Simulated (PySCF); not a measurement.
SeF⁺ at r²SCAN

Computed with r²SCAN; PySCF, scalar-relativistic core potentials, basis sets Se cc-pVDZ-PP with ECP10, F cc-pVDZ.

* state: ³Σ⁻ (triplet), unpaired electrons π ↑↑
* bond length: 1.701 Å
* harmonic wavenumber: 791 cm⁻¹
* force constant: 5.66 mdyn/Å
* rotational constant Be: 0.3794 cm⁻¹
* anharmonicity ωexe: 3.27 cm⁻¹
* vibration–rotation constant αe: 0.00224 cm⁻¹
* well depth De to Se⁺ + F: 3.29 eV
* dissociation energy D0: 3.24 eV
* bond order (Mayer): 1.32
* dipole moment (positive dipole points towards F; it is taken about the centre of mass and depends on that origin): -2.03 D

Spin–orbit coupling is left out. For an ion De counts to the pair picked by the measured ionisation energies or electron affinities, which need not be the lowest pair at this level. The state was picked by a PBE0 search and need not be the measured ground state.
